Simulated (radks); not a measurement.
Problem. The mean radii <r> (bohr) of the occupied orbitals of an atom or ion are listed with their occupations. Method: non-relativistic Kohn-Sham, PBE, spin-polarised, spherical densities, point nucleus; computed with a radial shooting solver on a logarithmic mesh with Libxc functionals.

orbital  occ.      <r>
1s up       1  0.05099
1s down     1  0.05091
2s up       1   0.2171
2s down     1   0.2185
2p up       3   0.1859

Name the element and its charge. Open shells, if any, are filled with parallel spins first.

Solution. Z = 30, zinc, charge +23: Zn23+ in [He] 2s2 2p3. The 1s radius gives Z: for a bare nucleus <r> = 1.5/Z, 0.05 bohr for Z = 30, and screening makes it slightly larger (0.05099 here). The occupations add up to 7, and the charge is Z minus that.
